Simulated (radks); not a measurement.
Values are calculated unless marked as measured or tabulated.
Q: Ionisation of the zirconium ion Zr2+, [Kr] 4d2, to Zr3+, [Kr] 4d1, under several functionals. Scalar-relativistic Kohn-Sham, spin-polarised, spherical densities, point nucleus; open shells are filled with parallel spins first (spin-orbit coupling, left out, can overturn this in heavy ions); a radial shooting solver on a logarithmic mesh with Libxc functionals. The NIST Atomic Spectra Database gives 23.170 eV (semi-empirical). Rank these functionals by the error of their Delta-SCF ionisation energy: AM05; BLYP; SOGGA; PBEsol.

A: From best to worst: PBEsol 23.139 eV (-0.031); AM05 23.103 eV (-0.067); SOGGA 23.057 eV (-0.113); BLYP 23.007 eV (-0.163). Open shells are spherical and high-spin; term and fine-structure splittings are not resolved.
